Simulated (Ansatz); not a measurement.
```xyz
2

Mg   -0.0088   -0.0404   -0.6710
O    -0.0232    0.0156    1.0072
```

Basis set: 6-31G* (spherical functions). Frozen core: 2 orbitals. Charge 0, multiplicity 1.

Computed with Ansatz (development build ahead of 0.2.0); each method stands on the lowest determinant of its kind that the runs found. Restricted open shells among the atoms or ions are ROHF, correlated in semicanonical orbitals with singles.

The atomization energy at this shape (free ground-state atoms in the same class of orbitals less the molecule, no zero-point energy) of singlet MgO:

```json
{"method": "RHF", "atomization energy": "-137.3 kJ/mol"}
```

(1) What does RHF-MP2 give?

Answers

(1) 241.2 kJ/mol. Caution: in another basis set an unrestricted determinant lies well below. Caution for RHF: the molecule lies well above its atoms at this level.
